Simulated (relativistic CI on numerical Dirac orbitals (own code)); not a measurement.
**Mn³⁺ in a cubic cluster: 1s photoemission with charge transfer**

Computed with a charge-transfer multiplet model of a cubic metal-ligand cluster with up to 2 ligand holes, Slater and spin-orbit integrals from Dirac-Coulomb-Breit ions, Slater integrals scaled by 0.8. The parameters are those of a tetrahedral site (10Dq negative, t2 hopping the larger). The ground state mixes d4 with configurations of k ligand holes L, whose averages lie at kΔ + k(k − 1)U_dd/2; a core hole lowers each added d electron by U_cd. 20 K, Lorentzian 1.1 eV and Gaussian 0.6 eV FWHM.

Atomic integrals in eV (Slater integrals scaled, ζ unscaled), ground: F2dd 9.084, F4dd 5.682, zeta_d 0.043; with the core hole: F2dd 10.434, F4dd 6.559, zeta_d 0.065, G2cd 0.055.

Cluster parameters (eV): Δ = 3.8, U_dd = 5.1, 10Dq = -0.2, 10Dq(ligand) = 0, V(eg) = 0.62, V(t2g) = -1.06, final-state hopping factor = 0.9.

```csv
Case,n_d,d4,d5L,d6L2,S
U_cd = 4.6 eV,4.27,0.74,0.25,0.01,2.00
U_cd = 6.4 eV,4.27,0.74,0.25,0.01,2.00
U_cd = 7.6 eV,4.27,0.74,0.25,0.01,2.00
```

Weights, n_d and S are thermal averages at 20 K. Binding energies count from the first peak over 30 % of the highest in each spectrum, which can be another peak from case to case. The parameters are a model scan and need not match a compound or its usual spin state. Peaks in eV (height, largest 100):
- U_cd = 4.6 eV: 0.0 (100), 3.0 (77), 5.5 (27)
- U_cd = 6.4 eV: 0.0 (100), 3.4 (62), 6.2 (71)
- U_cd = 7.6 eV: 0.0 (100), 3.4 (43), 5.9 (55), 7.6 (72)

For the case U_cd = 6.4 eV, Δ = 3.8 eV is smaller than U_dd = 5.1 eV, the charge-transfer side of the Zaanen-Sawatzky-Allen scheme. With the core hole the configuration with one ligand hole lies at Δ − U_cd = -0.8, -2.6, -3.8 eV from the one without, in the order of the table; where this is negative the screened configuration lies lower, though the effective hopping of about 2.0 eV (from the holes of the mixed ground state) mixes the two strongly wherever it is as large as the gap.
